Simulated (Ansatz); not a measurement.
Co₂Si₅, relaxed as a quintet with UKS PBE-D4/def2-SVP in Ansatz, starting from the PBE-D4/def2-SVP geometry of the neutral singlet. Force threshold 0.02 eV/Å.

The relaxation made no stability test and no search for a lower SCF solution. At PBE-D4/def2-SVP a singlet of charge 0 lies 0.41 eV below the quintet, each at its own geometry. The structure comes from a short search, and lower isomers may exist.

Start:

```xyz
7

Co    0.841   -1.085    0.386
Co   -0.149    0.065   -1.417
Si   -1.619    1.096   -0.111
Si   -0.525   -0.174    1.878
Si    2.012    0.123   -1.026
Si    0.731    1.371    0.473
Si   -1.291   -1.396   -0.182
```

```
step   energy (eV)  largest force component (eV/Å)  SCF passes
   1  -114589.1372                           1.177          70
   2  -114589.2535                           0.580          42
   3  -114589.3152                           0.101          49
   4  -114589.3170                           0.086          35
   5  -114589.3179                           0.014          35
```

Force components are those of the run's own axes.

End:

| atom | x (Å) | y (Å) | z (Å) |
| --- | --- | --- | --- |
| Co1 | 0.9006 | -1.1113 | 0.4398 |
| Co2 | -0.1559 | 0.1167 | -1.4837 |
| Si3 | -1.6832 | 1.1024 | -0.0410 |
| Si4 | -0.6096 | -0.1444 | 1.9122 |
| Si5 | 2.0799 | 0.1028 | -1.0764 |
| Si6 | 0.7135 | 1.2918 | 0.4321 |
| Si7 | -1.2453 | -1.3580 | -0.1830 |

By distances, no bond broke or formed. The bond that changes most is Co1–Co2, from 2.36 to 2.51 Å (atoms count from 1).

No frequencies were taken in this run, so the end may be a saddle point.

Run time 24 s (4 threads of Arm Neoverse V2 on a shared host).
